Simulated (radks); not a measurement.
Question: These are the eigenvalues of the occupied orbitals of an atom or ion with whole-number occupations (Ry). Method: scalar-relativistic Kohn-Sham, r2SCAN, spin-polarised, spherical densities, finite nucleus; meta-GGA in the generalised Kohn-Sham scheme; Fermi nuclear charge, rms radius of each element as measured or else 0.836 A^(1/3) + 0.57 fm; computed with a radial shooting solver on a logarithmic mesh with Libxc functionals.

1s down: -4957.073
1s up: -4957.073
2s up: -853.9830
2s down: -853.9700
2p up: -748.2894
2p down: -748.2796
3s down: -196.7351
3s up: -196.7346
3p up: -165.1468
3p down: -165.1463
3d up: -128.2200
3d down: -128.2140
4s up: -40.92323
4s down: -40.91499
4p up: -30.51527
4p down: -30.50817
4d up: -17.12309
4d down: -17.11388
5s up: -6.05080
5s down: -5.95640
5p up: -3.56077
5p down: -3.41770
4f up: -2.35586
4f down: -2.33034
6s up: -0.93236
5d up: -0.84596

Which element is it, and in what charge state? The configuration may be excited.

Answer: Z = 73, tantalum, charge +1: Ta+ in [Xe] 4f14 5d3 6s(up 1, down 0). The list shows which subshells hold electrons but not how many an open one holds; the 1s level, -2478.5 hartree, gives Z - s = 70.4 by -(Z - s)^2/2, which with screening and relativity narrows Z to a few neighbours, and the depths of the outer levels then fix element, charge and occupations together.
